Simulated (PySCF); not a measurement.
Octafluoropropane, SMILES FC(C(F)(F)C(F)(F)F)(F)F, CAM-B3LYP/def2-SVP optimised geometry.

```
11

F      0.18    -0.24    -1.10
C      0.61     0.37     0.00
F      0.18     1.62     0.00
F      1.93     0.37     0.00
C      0.11    -0.38     1.25
F      0.57     0.27     2.33
F      0.60    -1.62     1.23
C     -1.43    -0.47     1.38
F     -1.93    -1.14     0.36
F     -1.73    -1.11     2.50
F     -1.96     0.74     1.42
```

Density from CAM-B3LYP/def2-TZVP in PySCF at that geometry.

Minimum of the electron density along straight lines between bonded atoms, close to the bond critical point (lines longer than 1.1 times the sum of covalent radii, or with two minima, are not listed):

| bond | length / Å | ρ at the minimum / e bohr⁻³ | ∇²ρ there / e bohr⁻⁵ | position (fraction from the first atom) |
|---|---|---|---|---|
| F1–C2 | 1.325 | 0.298 | -0.49 | 0.66 |
| C2–F3 | 1.325 | 0.298 | -0.49 | 0.34 |
| C2–F4 | 1.323 | 0.299 | -0.48 | 0.34 |
| C2–C5 | 1.542 | 0.272 | -0.79 | 0.51 |
| C5–F6 | 1.337 | 0.283 | -0.35 | 0.34 |
| C5–F7 | 1.337 | 0.283 | -0.35 | 0.34 |
| C5–C8 | 1.542 | 0.272 | -0.79 | 0.50 |
| C8–F9 | 1.325 | 0.298 | -0.49 | 0.34 |
| C8–F10 | 1.323 | 0.299 | -0.48 | 0.34 |
| C8–F11 | 1.325 | 0.298 | -0.49 | 0.34 |
